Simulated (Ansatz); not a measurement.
Geometry optimisation, Ansatz 0.2.0, RKS r2SCAN-D4/6-31G*.

The input (input.yaml):

```yaml
crystal:
  periodic: [false, false, false]
  atoms:
    - { symbol: Si, position_ang: [-0.058904, 0.170701, 0.155918] }
    - { symbol: "N", position_ang: [-0.032544, 0.076735, 1.951948] }
    - { symbol: H, position_ang: [-0.920687, 0.023967, 2.444149] }
    - { symbol: H, position_ang: [0.582624, 0.720637, 2.438445] }
    - { symbol: H, position_ang: [1.366881, 0.299168, -0.212547] }
    - { symbol: "N", position_ang: [-0.854785, 1.481193, -0.645538] }
    - { symbol: H, position_ang: [-1.861842, 1.502166, -0.746358] }
    - { symbol: H, position_ang: [-0.46906, 2.417269, -0.651607] }
    - { symbol: H, position_ang: [-0.819895, -1.021538, -0.275628] }
    - { symbol: F, position_ang: [1.338204, -2.191333, 0.721177] }
    - { symbol: H, position_ang: [1.007507, -1.869665, 1.53404] }
basis:
  gaussian: { orbitals: "6-31G*" }
hamiltonian:
  xc: r2scan
  dispersion: d4
relax:
  f_tol: 0.03
  max_steps: 50
output:
  orbitals: {}
```

Launched with:

```bash
$ ansatz run input.yaml --threads 2 --pin off --max-ram 3072MiB --backend cpu --events-out ev --progress --plain --runs-dir out
```

Problem. Where does it end, and by what steps?

Solution. It converged. After 7 steps the energy has fallen by 0.270 eV; F10 moved furthest, 0.63 Å.

| step | energy less start (eV) | largest force component (eV/Å) | accepted |
| --- | --- | --- | --- |
| 0 | 0.0000 | 0.756 | yes |
| 1 | -0.0707 | 1.597 | yes |
| 2 | -0.2265 | 0.381 | yes |
| 3 | -0.2580 | 0.215 | yes |
| 4 | -0.2569 | 0.356 | no |
| 5 | -0.2670 | 0.081 | yes |
| 6 | -0.2680 | 0.069 | yes |
| 7 | -0.2705 | 0.022 | yes |

```xyz
11
Properties=species:S:1:pos:R:3
Si -0.089 0.187 0.022
N 0.050 -0.091 1.771
H -0.824 -0.251 2.267
H 0.594 0.597 2.289
H 1.316 0.280 -0.434
N -0.900 1.584 -0.573
H -1.910 1.652 -0.595
H -0.464 2.497 -0.585
H -0.848 -0.988 -0.461
F 1.416 -2.313 1.337
H 0.936 -1.544 1.675
```

Whether the end is a true minimum wasn't checked by a vibrational analysis.

The run took 23 s on 2 threads of Arm Neoverse V2, on a shared host, peak memory 0.14 GiB.
